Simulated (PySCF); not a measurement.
C6H13N.
Numbering: `[CH2:1]=[N:2][C@H:3]([CH3:4])[CH2:5][CH2:6][CH3:7]` (hydrogens: H8, H9 on C1; H10 on C3; H11, H12, H13 on C4; H14, H15 on C5; H16, H17 on C6; H18, H19, H20 on C7)

Structure optimised with GFN2-xTB, isolated species.

Some entries are withheld. Bonds in one row agree within 0.01 Å.

```csv
coordinate,value
C1=N2,1.248 Å
N2–C3,?
C3–C4,?
C3–C5,?
C5–C6,?
C6–C7,1.523 Å
C1–H8,1.098 Å
C1–H9,1.081 Å
C3–H10,1.107 Å
"C4–H11, C4–H12, C4–H13",1.087 Å
C5–H14,1.092 Å
C5–H15,1.091 Å
C6–H16,1.092 Å
C6–H17,1.093 Å
"C7–H18, C7–H19, C7–H20",1.088 Å
C1–N2–C3,120.7°
N2–C3–C4,107.7°
N2–C3–C5,?
C4–C3–C5,?
C3–C5–C6,?
C5–C6–C7,111.7°
```

**Question.** Fill in the missing values.

**Answer.** 
- N2–C3 = 1.436 Å, drawn single (imine nitrogen to sp3 carbon bound to nitrogen); 0.03 Å below the sum of covalent radii, 1.47 Å.
- C3–C4 = 1.530 Å, drawn single (sp3 carbon bound to nitrogen to methyl carbon); 0.01 Å above the sum of covalent radii, 1.52 Å.
- C3–C5 = 1.534 Å, drawn single (sp3 carbon bound to nitrogen to chain CH2 carbon); 0.01 Å above the sum of covalent radii, 1.52 Å.
- C5–C6 = 1.527 Å, drawn single (both ends chain CH2 carbon); 0.01 Å above the sum of covalent radii, 1.52 Å.
- N2–C3–C5 = 108.4°, at the sp3 carbon bound to nitrogen; the outer atoms are 2.410 Å apart.
- C4–C3–C5 = 110.7°, at the sp3 carbon bound to nitrogen; the outer atoms are 2.520 Å apart.
- C3–C5–C6 = 112.4°, at the chain CH2 carbon; the outer atoms are 2.544 Å apart.

Radii are Cordero's, carbon taken as 0.76, 0.73 or 0.69 Å for four, three, and two or fewer neighbours.

Not checked by GFN2-xTB frequencies. One conformer, not necessarily the lowest (C1–N2–C3–C4 -119°, N2–C3–C5–C6 -68°, C3–C5–C6–C7 -179°).

All values are computed, not measured.
